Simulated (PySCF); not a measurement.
Isomers of C7H13FSi2, one GFN2-xTB conformer each. Single-point energies are computed at PBE0/pcSseg-1 (PySCF, gas phase, no added dispersion term), electronic only.

```csv
SMILES,GFN2-xTB relative energy (kJ/mol)
C=C(C)[C@@H]1[SiH2]C=C[SiH2][C@H]1F,0.0
CC1=C(F)[SiH2][Si@@H]1C1CCC1,34.0
CC#C[C@@H]([SiH3])[SiH2]/C=C/CF,87.2
```

Conformers: `[CH2:1]=[C:2]([CH3:3])[C@@H:4]1[SiH2:5][CH:6]=[CH:7][SiH2:8][C@H:9]1[F:10]` with C1–C2–C4–Si5 -98°, C2–C4–Si5–C6 -174°, C4–Si5–C6–C7 15°, C6–C7–Si8–C9 13°, C7–Si8–C9–F10 -169°; `[CH3:1][C:2]1=[C:3]([F:4])[SiH2:5][Si@@H:6]1[CH:7]1[CH2:8][CH2:9][CH2:10]1` with Si5–Si6–C7–C8 93°, C2–C3–Si5–Si6 0°, C3–Si5–Si6–C7 110°, Si6–C7–C8–C9 131°, C7–C8–C9–C10 -11°; `[CH3:1][C:2]#[C:3][C@@H:4]([SiH3:5])[SiH2:6]/[CH:7]=[CH:8]/[CH2:9][F:10]` with C3–C4–Si6–C7 -176°, C4–Si6–C7–C8 -107°, C7–C8–C9–F10 -138°.

Q: What does PBE0/pcSseg-1 give for the same structures?

A: 
```csv
SMILES,PBE0/pcSseg-1 E (Eh),PBE0/pcSseg-1 (kJ/mol),GFN2-xTB (kJ/mol),point group
C=C(C)[C@@H]1[SiH2]C=C[SiH2][C@H]1F,-952.61729,0.0,0.0,C1
CC1=C(F)[SiH2][Si@@H]1C1CCC1,-952.60675,27.7,34.0,C1
CC#C[C@@H]([SiH3])[SiH2]/C=C/CF,-952.56793,129.6,87.2,C1
```

Both levels put the same isomer lowest; measured from each level's own lowest isomer, the values differ by up to 42.4 kJ/mol (CC#C[C@@H]([SiH3])[SiH2]/C=C/CF: 87.2 against 129.6). As drawn, the highest has a C≡C bond, which the lowest lacks.

Q: Which frontier levels, dipoles and rotational constants go with these structures?

A: 
```json
{"SMILES": "C=C(C)[C@@H]1[SiH2]C=C[SiH2][C@H]1F", "HOMO (eV, PBE0/pcSseg-1)": "-6.98", "LUMO (eV)": "-0.95", "dipole (D)": "1.98", "A, B, C (MHz)": "1369, 800.0, 577.1"}
{"SMILES": "CC1=C(F)[SiH2][Si@@H]1C1CCC1", "HOMO (eV, PBE0/pcSseg-1)": "-7.17", "LUMO (eV)": "0.01", "dipole (D)": "2.42", "A, B, C (MHz)": "1800, 551.2, 449.8"}
{"SMILES": "CC#C[C@@H]([SiH3])[SiH2]/C=C/CF", "HOMO (eV, PBE0/pcSseg-1)": "-6.88", "LUMO (eV)": "-0.71", "dipole (D)": "1.50", "A, B, C (MHz)": "1882, 327.7, 299.4"}
```
